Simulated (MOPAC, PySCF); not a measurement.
[Sc(Cl)(OH)2], neutral singlet in the gas phase. 

Cartesian coordinates (Å):
```xyz
6

Sc    -0.0423    -0.0419    -0.0461
Cl    -0.3544     1.7218    -1.5293
O      0.3171    -1.7325    -0.6824
H      0.5087    -2.6554    -0.8667
O     -0.1529     0.2461     1.7696
H     -0.1811     0.2480     2.7297
```
Charge 0, spin multiplicity 1.

All levels are single points at this geometry (r2SCAN-D4/def2-SVP); Pople sets use spherical d functions. Orbital energies aren't observables, and empty levels follow the basis.

HF/6-31G* (LANL2DZ on Sc) in PySCF gives gap (eV) = 12.29.

### Question
Estimate the gap (eV) from each of these levels: B3LYP-D3(BJ)/def2-TZVP in PySCF; TPSSh-D3(BJ)/def2-TZVP in PySCF; B3LYP/3-21G in PySCF; B3LYP/6-31G* (LANL2DZ on Sc) in PySCF; B3LYP/LANL2DZ in PySCF; BP86/6-31G* (LANL2DZ on Sc) in PySCF; M06-2X/6-31G* (LANL2DZ on Sc) in PySCF; PBE/6-31G* (LANL2DZ on Sc) in PySCF; HF/3-21G in PySCF; HF/STO-3G in PySCF; PM6 in MOPAC; PM7 in MOPAC.

### Answer

```
level                                   gap (eV)
--------------------------------------  --------
B3LYP-D3(BJ)/def2-TZVP in PySCF             5.73
TPSSh-D3(BJ)/def2-TZVP in PySCF             5.26
B3LYP/3-21G in PySCF                        5.59
B3LYP/6-31G* (LANL2DZ on Sc) in PySCF       5.40
B3LYP/LANL2DZ in PySCF                      5.38
BP86/6-31G* (LANL2DZ on Sc) in PySCF        3.89
M06-2X/6-31G* (LANL2DZ on Sc) in PySCF      8.02
PBE/6-31G* (LANL2DZ on Sc) in PySCF         3.76
HF/3-21G in PySCF                          12.27
HF/STO-3G in PySCF                         13.78
PM6 in MOPAC                                9.25
PM7 in MOPAC                               11.46
```
